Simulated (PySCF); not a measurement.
InFClBr, SMILES [F][In]([Br])[Cl]. Atoms are numbered in the order given.

```xyz
4

In     0.2794     0.4454     0.0000
F      2.1593     0.9360     0.0000
Cl    -1.2625     2.1752     0.0000
Br    -0.3332    -1.9207     0.0000
```
Charge 0, spin multiplicity 1.

The structure is a stationary point at PBE0-D3(BJ)/def2-SVP. The def2 effective core potentials stand for the cores of In; spin–orbit coupling is left out.

All values below come from CAM-B3LYP/def2-TZVPD (PySCF).

Mulliken values depend strongly on the basis, most of all with diffuse functions as here. ESP charges are fitted to the potential on shells at 1.4 to 2.0 van der Waals radii. Atomic charges (e):

```json
[
 {"atom": "In1", "ESP fit": "[?]", "Mulliken": "1.23"},
 {"atom": "F2", "ESP fit": "[?]", "Mulliken": "-0.52"},
 {"atom": "Cl3", "ESP fit": "[?]", "Mulliken": "-0.37"},
 {"atom": "Br4", "ESP fit": "[?]", "Mulliken": "-0.34"}
]
```

Question: What belongs in the gaps? (Estimate from the structure and the level; the computed values follow.)

Answer: 
- In1, ESP fit: 0.86
- F2, ESP fit: -0.39
- Cl3, ESP fit: -0.26
- Br4, ESP fit: -0.20
